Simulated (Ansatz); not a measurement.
One change: `NC1N[SiH2]1` becomes `OC1N[SiH2]1`.

Ansatz, PBE0-D4/def2-TZVP geometries, multiplicity 1. Each molecule was computed in one conformer, which needn't be the lowest.

| property | `NC1N[SiH2]1` |
| --- | --- |
| HOMO energy (B3LYP/def2-TZVPP) / eV | -6.61 |
| LUMO energy (PBE0/def2-TZVPP) / eV | -0.15 |
| zero-point energy (PBE0-D4/def2-TZVP) / kJ/mol | 200.1 |
| LUMO energy (ωB97M-V/def2-TZVPP) / eV | 1.53 |
| HOMO energy (ωB97M-V/def2-TZVPP) / eV | -9.11 |
| size of the dipole moment (PBE/def2-TZVPP) / D | 1.05 |

Task: Give the same properties after the change, and the shifts. (An estimate is asked.)

Result: Computed: 
```json
{"property": "HOMO energy (B3LYP/def2-TZVPP) / eV", "`OC1N[SiH2]1`": "-6.45", "shift": "0.16"}
{"property": "LUMO energy (PBE0/def2-TZVPP) / eV", "`OC1N[SiH2]1`": "-0.16", "shift": "-0.01"}
{"property": "zero-point energy (PBE0-D4/def2-TZVP) / kJ/mol", "`OC1N[SiH2]1`": "165.9", "shift": "-34.2"}
{"property": "LUMO energy (ωB97M-V/def2-TZVPP) / eV", "`OC1N[SiH2]1`": "1.53", "shift": "0.00"}
{"property": "HOMO energy (ωB97M-V/def2-TZVPP) / eV", "`OC1N[SiH2]1`": "-8.91", "shift": "0.20"}
{"property": "size of the dipole moment (PBE/def2-TZVPP) / D", "`OC1N[SiH2]1`": "1.04", "shift": "-0.01"}
```

The zero-point energy changes by -34.2 kJ/mol with -3 modes. Dipoles are sizes alone; their direction can turn.

B3LYP here is the variant with VWN-RPA as its local correlation; programs differ in this.
